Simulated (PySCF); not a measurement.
Run record: geometry optimisation, `[H]/N=[CH]\[PbH3]`.

Computed with PBE0-D3(BJ)/def2-SVP geometry optimisation, gas phase, def2 core potentials past Kr (PySCF 2.14.0). Start geometry: GFN2-xTB. A driver script takes a list of jobs; this job's settings line and coordinates (Å) are shown.

Input:
```
{"job": {"xc": "PBE0", "basis": "def2-SVP", "d3": "d3bj", "grid": 1, "maxiter": 30, "shake": 0.01, "kind": "geom"}, "charge": 0, "multiplicity": 1}
N      2.082060    -0.438870    -0.092160
C      1.163710     0.323820     0.310740
Pb    -1.141790     0.102320    -0.045750
H      1.856250    -1.225350    -0.657420
H      1.440110     1.182410     0.896280
H     -1.910100     1.541730    -0.715940
H     -1.426850    -1.215960    -1.172560
H     -2.008240    -0.289230     1.424340
```

Output:
```
step   0  E = -288.43466476  max force = 0.029187
step   1  E = -288.43862566  max force = 0.004326
step   2  E = -288.43868723  max force = 0.002213
step   3  E = -288.43874255  max force = 0.000909
step   4  E = -288.43875285  max force = 0.000637
step   5  E = -288.43876163  max force = 0.000275
optimisation converged
```

Energies in Eh; «max force» is the largest Cartesian gradient component in Eh/bohr.

**Question.** Give the first gradient maximum in eV/Å.

**Answer.** With 1 Eh/bohr = 51.422 eV/Å, 1.501 eV/Å.

**Question.** How much energy does the optimisation release, in kcal/mol?

**Answer.** E(step 0) − E(last step) = 0.004097 Eh, which is 2.6 kcal/mol.

Summary of the converged run: final energy -288.43876 Eh after 5 steps; dipole 1.22 D.

**Question.** Give the final coordinates.

**Answer.** 0.115 Å rms from the input after alignment:
```
atom  x, y, z in Å
N1     2.0223   -0.4008   -0.1105
C2     1.1059    0.3483    0.3229
Pb3   -1.1110    0.0776   -0.0450
H4     1.6649   -1.1812   -0.6739
H5     1.3945    1.2185    0.9402
H6    -1.8385    1.5218   -0.7484
H7    -1.2171   -1.2744   -1.1820
H8    -1.9649   -0.3284    1.4441
```

**Question.** How long does this job take on one thread, Arm Neoverse N1 (aarch64) (shared host)? And the peak memory of the process?

**Answer.** About 24 s, with 0.35 GiB resident at the peak, the Python interpreter and its libraries included.
Labels such as C1 count atoms from 1, the log's own numbers from 0.
